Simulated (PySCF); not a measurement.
**Magnetisability: SMILES CS(=O)(=O)CC=C=O, C4H6O3S**

Cartesian coordinates in Å; atom numbers follow the order of the lines, from 1:
```xyz
14

C    -1.739   -0.073    0.604
S    -0.597   -0.615   -0.697
O    -1.336   -0.827   -1.907
O     0.183   -1.714   -0.180
C     0.582    0.754   -0.884
C     1.554    0.569    0.228
C     1.772   -0.549    0.869
O     2.157   -1.346    1.622
H    -1.147    0.233    1.457
H    -2.366   -0.917    0.862
H    -2.337    0.741    0.215
H     0.043    1.696   -0.825
H     1.028    0.653   -1.875
H     2.201    1.394    0.488
```

Method used: GIAO CAM-B3LYP/pcSseg-1 magnetisability, rotational g tensor and spin-rotation constants, non-relativistic, gas phase in PySCF. Geometry: GFN2-xTB.

Task: What are the magnetisability and the molar susceptibility?

Result: Isotropic -1142 × 10⁻³⁰ J/T², or -68.8 × 10⁻⁶ cm³/mol; principal values -1178, -1134, -1114 × 10⁻³⁰ J/T², anisotropy 56 × 10⁻³⁰ J/T² (root of half the summed squared differences of the principal values). The susceptibility is in cgs units.

Task: Split it along the inertial axes a, b, c into diamagnetic and paramagnetic parts about the centre of mass, with the quadrupole moment.

Result: 
```
axis  χ (10⁻⁶ cm³/mol)  diamagnetic (10⁻⁶ cm³/mol)  paramagnetic (10⁻⁶ cm³/mol)  summed x² of all electrons (Å²)  quadrupole Θ (D Å)
   a             -70.3                      -478.0                        407.7                            174.3              -11.42
   b             -67.9                      -947.0                        879.1                             63.8               +6.50
   c             -68.1                     -1009.9                        941.7                             48.9               +4.91
```
Anisotropies 2χaa − χbb − χcc = -4.6 and 2χbb − χaa − χcc = +2.7 × 10⁻⁶ cm³/mol. Θ is traceless in Buckingham's convention.

Task: And the rotational g tensor?

Result: 
```tsv
axis	rotational constant (GHz)	g	nuclear part	electronic part
a	3.2891	-0.0330	0.5971	-0.6300
b	1.3492	-0.0217	0.5355	-0.5572
c	1.2544	-0.0195	0.5354	-0.5550
```
Asymmetric top; isotopes 12C, 1H, 16O, 32S; no vibrational averaging.
